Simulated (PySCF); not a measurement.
Correlation energy of Al⁺ (aluminium, charge +1)

[Ne] 3p2, high-spin 3P determinant (an excited configuration). All numbers are calculated (PySCF 2.14, the spin-free X2C one-electron Hamiltonian (Gaussian nucleus), in ANO-RCC-VTZP (5s4p2d1f, 34 functions)). Frozen: 1s2; 10 electrons correlated.

| level | correlation energy (mhartree) |
| --- | --- |
| CCSD | -217.37 |
| (T) | -0.52 |
| CCSD(T) | -217.89 |

Diagnostics: T1 = 0.0025, D1 = 0.0056, largest double amplitude 0.099.

**Question.** Is a single reference adequate?

**Answer.** Mostly. T1 lies below 0.03, but a double amplitude of this size points to a near-degeneracy that CCSD handles and MP2 describes poorly.
